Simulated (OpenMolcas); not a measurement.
Ag V: effect of the level shift or regulariser

```
Program             : OpenMolcas 26.06
Basis               : ANO-R1 [6s4p3d1f]
Scalar Hamiltonian  : X2C, finite nucleus
Active space        : 7 electrons in 5 orbitals (4d)
State averaging     : 2S+1 = 4 even, 10 roots; 2S+1 = 2 even, 40 roots
Spin-orbit coupling : state interaction with AMFI integrals over the reference wave functions, term energies averaged over their components
```

Methods on the same reference wave functions:
A. CASSCF
B. MS-CASPT2, IPEA 0.25 Eh, imaginary shift 0.1 Eh (closed shells correlated: 4s 4p)
C. MS-CASPT2, IPEA 0.25 Eh, real shift 0.2 Eh (closed shells correlated: 4s 4p)

Energies in cm-1 above 4d7 4F 9/2, the measured ground level; measured values from the list in Gamrath, thesis, University of Mons (2023).

```csv
Level,A,B,C,Measured
4d7 4F 9/2,0.0,0.0,0.0,0.0
4d7 4F 7/2,3770,3800,3800,3690
4d7 4F 5/2,6049,6010,6010,5816
4d7 4F 3/2,7458,7350,7360,7097
4d7 4P 5/2,18609,16630,16640,14899
4d7 2G 9/2,19277,17920,17920,16875
4d7 4P 1/2,20997,18760,18780,17067
4d7 2G 7/2,22990,21520,21520,20442
4d7 2H 11/2,25700,24550,24530,22532
4d7 2D 5/2(1),28327,25500,25510,24361
4d7 2P 1/2,29341,25700,25770,24599
4d7 2H 9/2,29575,28390,28370,26368
4d7 2D 3/2(1) [65 %],34667,31700,31720,30134
4d7 2F 5/2,41915,38060,38060,34635
4d7 2F 7/2,43834,40020,40030,36594
4d7 2D 3/2(2),65217,59160,59170,55041
4d7 2D 5/2(2),67063,61220,61230,56772
```

Deviations, from unrounded energies. A percentage is the sum of absolute deviations over the sum of measured energies, with the sign that they share, or ± where signs differ.

```json
{"Against measurement": "mean absolute deviation (cm-1)", "Levels": "16", "A": "4200", "B": "1800", "C": "1800"}
{"Against measurement": "fine structure of the ground term (%)", "Levels": "3", "A": "+4.1", "B": "+3.4", "C": "+3.4"}
{"Against measurement": "other terms of the ground configuration (%)", "Levels": "13", "A": "+17.7", "B": "+7.6", "C": "+7.6"}
```

B, C lie about equally close to measurement and A furthest from it. The largest miss of B in the table is 4d7 2D 5/2(2), by +4400 cm-1. The ranking rests on the paired levels alone, and a cruder setting can come out closer through cancelling errors.

Between B and C the level of the table that moves most is 4d7 2P 1/2, by 72 cm-1 (lowest in B, highest in C). Moves below CASPT2's spread within the term are not significant.

The two smallest mean deviations differ by little beside CASPT2's spread within terms, so their order carries little weight.

From A to B the spin-free energies of the other terms of 4d7 shown, above 4F, scale by factors of 0.82 to 0.95, as is usual when dynamic correlation screens the repulsion within a d or f shell.

The lowest spin-free term lies below A's lowest term by 0.265 hartree in B, 0.264 hartree in C.

Term energies are means over components that CASPT2 splits; among the terms shown or strongly mixed into the levels shown the widest spread is 840 cm-1 (4d7 4F, B). The basis is small and was not contracted for so high a charge. Without dynamic correlation excited terms often stand tens of per cent too high (terms of higher spin than the ground term too low), and those without a measured partner can miss by more than the paired ones (holds for A). The CASPT2 spread within a term exceeds the gap to the next term for 4d7 2H and 4d7 2D(1), so the order of their levels is uncertain (holds for B). Measured partners are found by configuration, term and J. A level has none where our copy of the source lacks it or the pairing is in doubt (some pairs that miss far off the trend of their configuration count as doubtful), and it then counts in no deviation. Levels of configurations outside the active space are missing. Levels that lie high or do not pair safely by name in every column are left out.

A share in square brackets marks a mixed level and gives the weight of the term that names it, the lowest over the columns. A number in round brackets counts repeated terms of one configuration in the order of the reference energies.
